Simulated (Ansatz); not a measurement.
The pair A = C2H4 (SMILES C=C) (first 6 atoms), B = CH5N (SMILES CN); geometry from B3LYP-D3(BJ)/def2-TZVP.
(charge 0, multiplicity 1):
```csv
atom,x (Å),y (Å),z (Å)
C,-0.6430,0.2606,0.0678
C,0.5421,-0.1998,0.4439
H,-0.9135,0.3668,-0.9764
H,-1.3948,0.5514,0.7920
H,0.8122,-0.3058,1.4893
H,1.2868,-0.4881,-0.2898
C,-0.6216,0.3236,3.9534
N,0.7320,-0.2317,3.9688
H,-1.2864,-0.3698,3.4362
H,-0.6193,1.2551,3.3855
H,-1.0500,0.5302,4.9430
H,0.7569,-1.1073,4.4773
H,1.3752,0.3990,4.4317
```

Correlated levels freeze the cores. MP2 and its Hartree–Fock in aug-cc-pVTZ are density fitted.

The values were computed with Ansatz (Gaussian basis) for Hartree–Fock, density functionals and correlated methods. Values without a source in brackets are computed.

The counterpoise-corrected interaction energy is E(AB) − E(A in the pair's basis) − E(B in the pair's basis). Total energies (hartree):

```csv
level,AB,A in the pair's basis,B in the pair's basis
HF/aug-cc-pVDZ,-173.2746777,-78.0438558,-95.2311481
MP2/aug-cc-pVDZ,-173.9059404,-78.3287865,-95.5745527
HF/aug-cc-pVTZ,-173.3199281,-78.0648087,-95.2554934
MP2/aug-cc-pVTZ,-174.0750559,-78.4046132,-95.6674275
CCSD(T)/aug-cc-pVDZ,-173.9861364,-78.3690051,-95.6146192
```

Question: Work out the counterpoise-corrected interaction energy at the basis-set limit: extrapolate the MP2 correlation part as X⁻³, take Hartree–Fock from the larger set, and add the CCSD(T) − MP2 difference of aug-cc-pVDZ.

Answer: 
1. Differences (1 hartree = 627.509 kcal/mol): HF/aug-cc-pVDZ 0.205; MP2/aug-cc-pVDZ -1.632; HF/aug-cc-pVTZ 0.235; MP2/aug-cc-pVTZ -1.892; CCSD(T)/aug-cc-pVDZ -1.576.
2. Correlation parts, MP2 less HF: -1.837 in aug-cc-pVDZ (X = 2), -2.127 in aug-cc-pVTZ (X = 3).
3. Limit (3³·(-2.127) − 2³·(-1.837))/(3³ − 2³) = -2.249; with HF/aug-cc-pVTZ it gives -2.014.
4. CCSD(T) less MP2 in aug-cc-pVDZ: 0.056.
Result: -1.96 kcal/mol, against -1.63 at MP2/aug-cc-pVDZ. It is an estimate of this method's limit, not of the exact value.

Ansatz is an electronic-structure program.
